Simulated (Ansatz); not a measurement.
BMe2(OH) (C₂H₇BO), relaxed as a singlet with RKS PBE-D4/def2-SVP in Ansatz, starting from the GFN2-xTB geometry. Force threshold 0.02 eV/Å.

Start:

Cartesian coordinates in Å:
```
B -0.400 -0.040 0.078
C 0.051 1.469 0.290
C 0.660 -1.145 -0.373
O -1.689 -0.332 0.293
H 0.947 1.540 0.902
H -0.727 2.067 0.756
H 0.292 1.931 -0.665
H 0.206 -2.103 -0.620
H 1.382 -1.325 0.422
H 1.234 -0.819 -1.237
H -1.957 -1.241 0.156
```

```
step  energy (eV)  largest force component (eV/Å)  SCF passes
   1   -4903.3608                           1.424          25
   2   -4903.4377                           0.752          28
   3   -4903.4519                           0.178          28
   4   -4903.4540                           0.151          28
   5   -4903.4547                           0.028          29
   6   -4903.4547                           0.013          27
```

Force components are those of the run's own axes.

End:

```xyz
11

B    -0.392   -0.032    0.081
C     0.048    1.470    0.305
C     0.640   -1.150   -0.369
O    -1.718   -0.322    0.287
H     0.975    1.542    0.911
H    -0.740    2.087    0.779
H     0.297    1.931   -0.676
H     0.191   -2.142   -0.589
H     1.402   -1.297    0.428
H     1.210   -0.826   -1.266
H    -1.913   -1.261    0.111
```

By distances, no bond broke or formed. The bond that changes most is B1–O4, from 1.34 to 1.37 Å (atoms count from 1).

No frequencies were taken in this run, so the end may be a saddle point.

It took 8 s on 2 threads of Arm Neoverse V2 on a shared host.
